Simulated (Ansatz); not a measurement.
`[CH3][Zn][CH2]Cl` → `[CH2]` (triplet) + `Cl[CH2][ZnH]`  (formal loss of a carbene)

Calculated with Ansatz (gas phase, PBE0-D4/def2-TZVP geometries, no zero-point term in ΔE). CCSD(T)/CBS adds triple-zeta CCSD(T) − MP2 to the extrapolated MP2 energy (def2 sets, frozen cores). This one scheme is used for every species. Functionals use def2-TZVPP. B3LYP here is the variant with VWN-RPA as its local correlation; programs differ in this. Triplets are unrestricted, without spin–orbit coupling. For Zn outer-core shells are correlated without core-valence functions, which leaves a few kJ/mol of doubt a bond. Scalar relativity is left out up to krypton. One conformer a species, not always the lowest.

```csv
level,ΔE (eV),difference from CCSD(T)/CBS
PBE-D4,4.89,0.03
r2SCAN-D4,4.60,-0.26
PBE0-D4,4.78,-0.08
B3LYP-D4,4.73,-0.13
ωB97X-V,4.90,0.04
ωB97M-V,4.83,-0.03
B2PLYP,4.75,-0.11
PBE,4.85,-0.01
r2SCAN,4.59,-0.27
PBE0,4.75,-0.11
B3LYP,4.66,-0.20
HF/def2-TZVPP,3.19,-1.67
MP2/def2-TZVPP,4.90,0.04
SCS-MP2/def2-TZVPP,4.86,0.00
CCSD/def2-TZVPP,4.58,-0.28
CCSD(T)/def2-TZVPP,4.71,-0.15
HF/def2-QZVPP,3.19,-1.67
MP2/def2-QZVPP,4.99,0.13
SCS-MP2/def2-QZVPP,4.96,0.10
HF/CBS(def2),3.20,-1.66
MP2/CBS(def2),5.05,0.19
CCSD/CBS(def2),4.73,-0.13
CCSD(T)/CBS,4.86,0
```

Largest T1 diagnostic among the species: 0.014.

The D4 term adds +0.06 eV with B3LYP and +0.03 eV with PBE0; it sums over pairs of atoms, weighted by their polarisabilities, and B3LYP, whose exchange is more repulsive, gets the larger term. In def2-TZVPP, CCSD(T) changes the Hartree–Fock value by +1.52 eV (the triples alone add +0.13 eV) and MP2 by +1.71 eV.
